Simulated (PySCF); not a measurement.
# Correlation energy of Sb³⁺ (antimony, charge +3)

[Kr] 4d10 5s2, closed-shell 1S. Calculation: PySCF 2.14, in x2c-TZVPPall with one added diffuse shell each of s, p, d, f type (9s7p5d3f, 76 functions); the spin-free X2C one-electron Hamiltonian (Gaussian nucleus). Frozen: [Kr] 4d10; 2 electrons correlated.

With two correlated electrons CCSD is exact within the correlated space (frozen core and kept virtual orbitals).

```tsv
level	correlation energy (mhartree)
CCSD	-35.29
```

Diagnostics: T1 = 0.0029, D1 = 0.0041, largest double amplitude 0.097.

Q: Is a single reference adequate?

A: Mostly. T1 lies below 0.03, but a double amplitude of this size points to a near-degeneracy that CCSD handles and MP2 describes poorly.
